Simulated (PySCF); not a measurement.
**Trend along group 12: MH cations**

PBE0 with triple-zeta basis sets in PySCF, for the lowest determinant that a PBE0 search found; no spin–orbit coupling. De refers to high-spin ground-configuration atoms (the charge goes to the atom of lower measured ionisation energy or higher electron affinity, which is not always the lowest computed limit). A positive dipole points towards H; it is taken about the centre of mass and depends on that origin.

```tsv
M	basis	charged atom	state (unpaired electrons)	Re (Å)	ωe (cm⁻¹)	De (eV)	μ (D)
Zn	def2-TZVPPD	Zn+	singlet (closed shell)	1.530	1913	2.32	-1.51
Cd	def2-TZVP	Cd+	singlet (closed shell)	1.663	1813	2.02	-1.52
Hg	def2-TZVP	Hg+	singlet (closed shell)	1.604	2032	2.58	-0.39
```

The shortest bond is that of ZnH⁺ (1.530 Å), the longest that of CdH⁺ (1.663 Å).

The rows differ in basis set, which adds steps of its own.

Down a group the atoms grow and get heavier, so bonds lengthen and wavenumbers fall; the exceptions here are the shorter bond at Hg and the higher wavenumber at Hg. Relativity and the filled 4f shell contract the atoms of the sixth period.

Spin–orbit coupling is left out. For an ion De counts to the pair picked by the measured ionisation energies or electron affinities, which need not be the lowest pair at this level.
